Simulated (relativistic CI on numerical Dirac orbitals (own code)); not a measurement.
Computed by Dirac-Coulomb-Breit CI, separate exchange-only KLI orbitals for each configuration, a model potential for QED, unscaled Slater integrals (own radial code, finite nucleus).

CI space (outside the closed core [Ar] 3d10): 4s²4p⁶4d⁷, 4s²4p⁵4d⁸, 4s²4p⁶4d⁶4f, 4s4p⁶4d⁸, 4s²4p⁵4d⁷4f, 4s²4p⁶4d⁶5s, 4s4p⁶4d⁷4f, 4s²4p⁶4d⁶5p, 4s²4p⁶4d⁵4f5s, 4s²4p⁶4d⁶5d, 4s²4p⁶4d⁵5s5p, 4s²4p⁵4d⁷5s, 4s²4p⁶4d⁶5f, 4s²4p⁶4d⁶6s, 4s²4p⁶4d⁶6p, 4s4p⁶4d⁷5s, 4p⁶4d⁸4f, 4s²4p⁶4d⁶7s, 4p⁶4d⁹, 4p⁵4d¹⁰, 4p⁵4d⁹4f, 4s²4p⁶4d⁵5s², 4s²4p⁶4d⁴4f5s², 4s²4p⁵4d⁵4f5s², 4s4p⁶4d⁵4f5s², 4p⁶4d⁸5s, 4p⁵4d⁹5s, 4p⁵4d⁸4f5s, 4p⁶4d⁷5s², 4p⁵4d⁸5s², 4p⁶4d⁶4f5s², 4p⁵4d⁷4f5s². Double excitations out of closed p, d and f shells are left out; levels of such configurations are missing from the list, as are those of other unlisted configurations, and high levels can miss mixing partners.

At this charge energies of transitions that change n are usually good to better than 1 %, and those within a shell (Δn = 0) to a few per cent. Terms inside the open d or f shell come out 10 to 20 % too wide with unscaled integrals.

Outline of the computed level scheme of Gd XXII. Lowest level of each configuration: 4s²4p⁶4d⁷ ⁴F9/2 at 0.000 eV; 4s²4p⁵4d⁸ ⁴G°11/2 at 129.425 eV; 4s²4p⁶4d⁶4f ⁶G°11/2 at 143.511 eV.

Some strong electric-dipole decays among the lowest 45 levels: 4s²4p⁵4d⁸ ⁴D°7/2 → 4s²4p⁶4d⁷ ⁴F9/2 (2.5e+10 s⁻¹); 4s²4p⁵4d⁸ ²G°9/2 → 4s²4p⁶4d⁷ ²H11/2 (2.3e+10 s⁻¹); 4s²4p⁵4d⁸ ²S°1/2 → 4s²4p⁶4d⁷ ²P3/2 (2.2e+10 s⁻¹); 4s²4p⁵4d⁸ ⁴F°9/2 → 4s²4p⁶4d⁷ ⁴F9/2 (2.2e+10 s⁻¹); 4s²4p⁵4d⁸ ⁴D°5/2 → 4s²4p⁶4d⁷ ⁴F7/2 (2.0e+10 s⁻¹); 4s²4p⁵4d⁸ ²F°7/2 → 4s²4p⁶4d⁷ ²G9/2 (1.9e+10 s⁻¹); 4s²4p⁵4d⁸ ²P°3/2 → 4s²4p⁶4d⁷ ²D5/2 (1.7e+10 s⁻¹); 4s²4p⁵4d⁸ ²D°5/2 → 4s²4p⁶4d⁷ ²D5/2 (1.4e+10 s⁻¹).

LS names give the leading component of a level, which can be under half, so a name can repeat, a term be missing and a line seem to break the LS rules.
